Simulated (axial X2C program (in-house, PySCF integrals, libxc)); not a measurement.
InS along the bond: B3LYP, spin-free

Calculated with an axial X2C code built on PySCF integrals. Spin-free means the one-electron spin-free X2C Hamiltonian. Basis: In dyall-cv3z [11s12p9d4f1g], S dyall-av3z [9s8p3d2f] (cores contracted in-house); Gaussian nuclei, density fitting, unrestricted open shells. Masses: In 114.904 u, S 31.972 u.

State: M_S = 1/2, Λ = 0 (beyond evenly filled blocks: σα). Dipoles are positive if S is the positive end.

Results along the bond:

```csv
R (Å),μ (D),HOMO (eV),LUMO (eV),⟨S²⟩
1.990,-3.145,-6.69,-4.39,0.754
2.081,-3.462,-6.82,-4.52,0.755
2.150,-3.689,-6.78,-4.59,0.755
2.218,-3.909,-6.65,-4.65,0.756
2.287,-4.127,-6.53,-4.68,0.757
2.367,-4.385,-6.40,-4.69,0.757
2.447,-4.655,-6.28,-4.68,0.758
2.550,-5.026,-6.12,-4.63,0.758
2.676,-5.525,-5.94,-4.54,0.758
2.859,-6.323,-5.68,-4.37,0.758
3.110,-7.478,-5.36,-4.12,0.759
3.430,-8.857,-5.01,-3.86,0.770
```

One determinant describes the state; a PBE0 search over occupations chose it and may have missed a lower one. Other states lie close and PBE0, whose exact exchange favours high spin, may order them wrongly; the determinant shown need not be the ground state. The nearest other spin-free determinant of the search, M_S = 1/2, Λ = 1, lies 0.38 eV up at the distance of the search.
